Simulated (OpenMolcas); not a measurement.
Cu2+ with its 6 nearest oxide ions at 2.108 Å, on the Mg site of MgO (a = 4.2112 Å, distance in the model lattice 2.106 Å). The rest of the host is ab initio model potentials to 7.6 Å, with orthogonalisation functions on the cations behind the ligands, and point charges beyond; the distance is set by hand and nothing relaxes. Ligand basis ANO-RCC-VDZP.

```yaml
Program: OpenMolcas
Method: "SS-CASPT2, IPEA 0.25 Eh, imaginary shift 0.1 Eh (closed shells correlated: 3s 3p and the ligand valence shells)"
Basis: ANO-RCC-VTZP [6s5p3d2f1g]
Scalar_Hamiltonian: DKH2, point nucleus
Active_space: 9 electrons in 5 orbitals (3d)
State_averaging: 2S+1 = 2 even, 5 roots
Spin-orbit_coupling: RASSI with atomic mean-field integrals over the reference wave functions
```

Problem. What is the spin-free ground state (labels of O, the rotations of Oh)?

Solution. 2E, 2-fold in its orbital part, 100 % from free-ion D terms; it has the highest spin that d9 allows.

Problem. Where is the first state of the same spin?

Solution. 2T2 at 9750 cm-1 above the ground state.

Problem. What are the lowest two levels with spin-orbit coupling?

Solution. A 4-fold level Γ8, then a 2-fold level Γ7 9050 cm-1 above it. Their leading multiplicities are 2 (100 %) and 2 (100 %).

Problem. What is χT at 300 K, and how does it compare with the textbook value?

Solution. The lowest level has 2S+1 = 2, for which the spin-only value is χT = S(S+1) / 2 = 0.375 cm3 K/mol (g = 2). The computed 0.520 at 300 K differs by +0.145, through orbital momentum, spin-orbit coupling and any other state in reach.

Problem. Which ligand-field parameters describe the states?

Solution. The gap between the two states is 10Dq = 9752 cm-1. 

Over all roots computed the reference weight is 0.71; a low but even weight reflects the number of correlated electrons. An orbital doublet at a regular site is open to a Jahn-Teller distortion, which this geometry leaves out. A single d shell leaves out the double-shell effect, which counts most for late 3d ions, where the CASPT2 field can be off either way by tens of per cent. Ligand-to-metal charge-transfer states are missing. With one d shell and no ligand orbital active, 10Dq can be off by tens of per cent for divalent 3d ions, low with halides held by bare charges and at times high in hosts, and the orbital part of g and χT goes as 1/10Dq. Free-ion shares, where given, are those of the reference states; single-state CASPT2 does not remix them. No measured value stands beside these numbers; the geometry was set by hand and not optimised.
